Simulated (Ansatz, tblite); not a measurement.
Removing and adding an electron: `[H]/C=C/c1ccc(/C=C/c2ccc(/C=C/c3ccc(/C=C/c4ccc(/C=C/c5ccc(/C=C/c6ccccc6)cc5)cc4)cc3)cc2)cc1`. Charge 0, multiplicity 1. Geometry: PBE-D4/def2-SVP. Ansatz, gas phase; energy differences of separate SCF runs; the oxidised species was run as a doublet alone; the reduced species was run as a doublet alone.

```xyz
86

H     7.217   18.797    4.261
C     6.654   17.852    4.221
C     6.851   16.972    3.213
C     6.187   15.679    3.013
C     6.528   14.891    1.885
C     5.933   13.653    1.648
C     4.955   13.130    2.532
C     4.305   11.838    2.346
C     4.551   10.932    1.356
C     3.916    9.634    1.175
C     2.890    9.134    2.023
C     2.326    7.880    1.819
C     2.749    7.040    0.752
C     2.203    5.713    0.507
C     1.228    5.082    1.226
C     0.695    3.747    1.003
C    -0.310    3.249    1.870
C    -0.838    1.968    1.713
C    -0.395    1.105    0.679
C    -0.965   -0.229    0.575
C    -0.640   -1.199   -0.331
C    -1.204   -2.539   -0.412
C    -0.748   -3.426   -1.425
C    -1.245   -4.721   -1.546
C    -2.236   -5.213   -0.657
C    -2.799   -6.553   -0.731
C    -2.498   -7.521   -1.646
C    -3.069   -8.858   -1.727
C    -4.020   -9.367   -0.804
C    -4.540  -10.651   -0.943
C    -4.151  -11.507   -2.007
C    -4.746  -12.834   -2.107
C    -4.526  -13.760   -3.083
C    -5.131  -15.086   -3.190
C    -6.045  -15.608   -2.239
C    -6.598  -16.882   -2.396
C    -6.255  -17.677   -3.505
C    -5.351  -17.181   -4.456
C    -4.798  -15.904   -4.300
C    -3.193  -11.002   -2.924
C    -2.671   -9.719   -2.784
C    -2.692   -4.326    0.356
C    -2.195   -3.031    0.477
C     0.605    1.609   -0.199
C     1.132    2.886   -0.043
C     3.766    7.542   -0.099
C     4.331    8.801    0.105
C     4.609   13.925    3.657
C     5.207   15.161    3.894
H     5.929   17.674    5.031
H     7.598   17.231    2.441
H     7.287   15.272    1.181
H     6.231   13.079    0.757
H     3.546   11.592    3.109
H     5.316   11.176    0.599
H     2.530    9.747    2.863
H     1.538    7.536    2.505
H     2.649    5.185   -0.353
H     0.782    5.614    2.084
H    -0.673    3.891    2.688
H    -1.614    1.610    2.408
H    -1.734   -0.457    1.333
H     0.131   -0.977   -1.089
H     0.023   -3.074   -2.129
H    -0.858   -5.367   -2.348
H    -3.552   -6.778    0.044
H    -1.753   -7.292   -2.428
H    -4.354   -8.744    0.039
H    -5.278  -11.018   -0.212
H    -5.456  -13.080   -1.298
H    -3.828  -13.509   -3.900
H    -6.328  -15.004   -1.363
H    -7.305  -17.264   -1.643
H    -6.693  -18.680   -3.624
H    -5.074  -17.793   -5.329
H    -4.089  -15.518   -5.050
H    -2.851  -11.629   -3.761
H    -1.929   -9.354   -3.512
H    -3.461   -4.679    1.062
H    -2.581   -2.386    1.280
H     0.976    0.978   -1.021
H     1.905    3.230   -0.745
H     4.116    6.918   -0.936
H     5.122    9.159   -0.572
H     3.849   13.545    4.360
H     4.908   15.740    4.781
```

The xTB rows come from tblite. Single mean-field runs in def2-SVP are fitted with def2-universal-jkfit.

```tsv
level	−HOMO (eV)	vertical IE (eV)	−LUMO (eV)	vertical EA (eV)	HOMO–LUMO gap (eV)	IE − EA (eV)
GFN2-xTB	9.56	10.64	7.93	6.85	1.63	3.79
PBE-D4/def2-SVP	4.60	5.69	3.06	2.08	1.54	3.62
```

Problem. Estimate the rows for GFN1-xTB, PBE0-D4/def2-SVP.

Solution. 
| level | −HOMO (eV) | vertical IE (eV) | −LUMO (eV) | vertical EA (eV) | HOMO–LUMO gap (eV) | IE − EA (eV) |
| --- | --- | --- | --- | --- | --- | --- |
| GFN1-xTB | 10.58 | 11.64 | 8.96 | 7.88 | 1.62 | 3.76 |
| PBE0-D4/def2-SVP | 5.29 | 6.07 | 2.48 | 1.80 | 2.81 | 4.27 |

 Raw xTB energy differences between charge states are shifted by several eV; the methods need an empirical correction for them. Sets without diffuse functions give affinities that are too small.
